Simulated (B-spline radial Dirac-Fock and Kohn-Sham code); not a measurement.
# Binding energies of Sm⁴⁹⁺

System: samarium as Sm⁴⁹⁺, [Ne] 3s2 3p1; nuclear rms radius 5.0819 fm (A = 152).

These are calculated numbers from an atomic code on a B-spline grid; the model is Dirac-Fock (average of configuration) total-energy differences with a finite nucleus, the Breit interaction including its frequency dependence, and self-energy and vacuum-polarisation corrections. The model has no electron correlation. Energies are counted from the vacuum level.

All terms are in eV, carry their sign (relaxation lowers the binding energy) and add up to the binding energy; ⟨r⟩ is the mean radius of the orbital in the initial state.

```csv
subshell,−ε (Koopmans),relaxation,Breit,self-energy,vacuum polarisation,binding energy,⟨r⟩ (bohr)
K (1s),50608.5,-25.66,-126.44,-78.75,12.48,50390.1,0.023
L1 (2s),11112.5,-4.15,-13.39,-10.84,1.59,11085.7,0.095
L2 (2p1/2),10724.3,-6.03,-22.01,0.31,0.01,10696.6,0.079
L3 (2p3/2),10100.1,-5.12,-13.82,-0.63,-0.07,10080.5,0.086
M1 (3s),4458.4,-0.34,-3.27,-2.92,0.41,4452.3,0.230
"M2,3 (3p)",4235.8,-0.36,-3.88,-0.15,-0.01,4231.4,0.226
```

For the deepest level, K (1s), the Breit terms make up -0.251 % of the binding energy, QED -0.132 % and orbital relaxation -0.051 %.

Spin-orbit splittings: 2p 616.1 eV.

Going to the tabulated ground configuration of the next ion removes an electron from M2,3 (3p), computed at 4231.4 eV. NIST lists 4337 ± 4 eV as the ionisation energy of this species (theoretical), +105.60 eV from the computed value. Where a p, d or f shell is open in either ion the computed value averages over both j values and all terms, while the table refers to the lowest levels; that difference holds spin-orbit splitting (largest in heavy or highly charged ions), term energies where several electrons share open shells, and correlation, and it can reach 10 % or more.
